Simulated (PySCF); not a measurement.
Ge(Cl)2(OH)2 (Cl₂GeH₂O₂), SMILES [OH][Ge]([OH])([Cl])[Cl]. Heavy atoms are numbered as in [OH:1][Ge:2]([OH:3])([Cl:4])[Cl:5]. Hydrogens are named by the atom that carries them.

Geometry: r2SCAN-D4/def2-SVP. One conformer was computed; it need not be the lowest.

Level of theory: PySCF with r2SCAN/def2-TZVP.

Atomic charges (e), one atom of each kind:

```tsv
atom	Löwdin	IAO
O1 (OH)	-0.21	?
Ge2	-0.25	?
Cl4	0.15	?
H on O1	0.18	?
```

Q: Some entries are withheld; supply them. (An estimate is asked for; the answer gives what the named calculation found.)

A: 
- O1 (OH), IAO: -0.75
- Ge2, IAO: 1.31
- Cl4, IAO: -0.28
- H on O1, IAO: 0.38
